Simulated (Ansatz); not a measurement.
Basis sets compared for the cluster Ge₁₂N. Charge 0, multiplicity 2. Geometry PBE-D4/def2-SVP. Ansatz on 2 threads of AMD EPYC 7R13 on a shared host and a share (18 GiB) of an NVIDIA H100 80GB HBM3; times are rough, and most runs start from earlier orbitals.

```xyz
13

N     1.702   -1.960   -0.671
Ge   -2.334    0.908    1.841
Ge    0.045   -2.788   -0.941
Ge   -1.349   -0.429   -0.136
Ge   -0.478    2.715    0.918
Ge   -0.891   -1.804    1.885
Ge    0.314    1.725   -1.493
Ge    1.953   -1.444    1.148
Ge    2.033    1.524    0.501
Ge   -0.917   -0.299   -2.582
Ge   -2.351    1.828   -0.889
Ge    1.933   -0.446   -1.808
Ge    0.338    0.470    2.228
```

Single mean-field runs in def2-TZVP are fitted with def2-universal-jkfit. The structure comes from a short search, and lower isomers may exist.

Binding counts from free atoms (N quartet, Ge triplet) in the same basis, without a counterpoise term.

```tsv
level	functions	energy (Eh)	HOMO (eV)	LUMO (eV)	binding per atom (eV)	wall time
PBE-D4/def2-SVP	398	-24972.2242	-4.35	-4.05	3.48	12 s
PBE0-D4/def2-SVP	398	-24972.7836	-5.07	-3.59	3.27	16 s
```

(1) Estimate the rows for PBE-D4/def2-TZVP (with forces), PBE0-D4/def2-TZVP.

## Answers

(1) 
```json
{"level": "PBE-D4/def2-TZVP (with forces)", "functions": "607", "energy (Eh)": "-24975.4283", "HOMO (eV)": "-4.29", "LUMO (eV)": "-3.99", "binding per atom (eV)": "3.51", "wall time": "15 s"}
{"level": "PBE0-D4/def2-TZVP", "functions": "607", "energy (Eh)": "-24975.9860", "HOMO (eV)": "-4.98", "LUMO (eV)": "-3.50", "binding per atom (eV)": "3.31", "wall time": "23 s"}
```
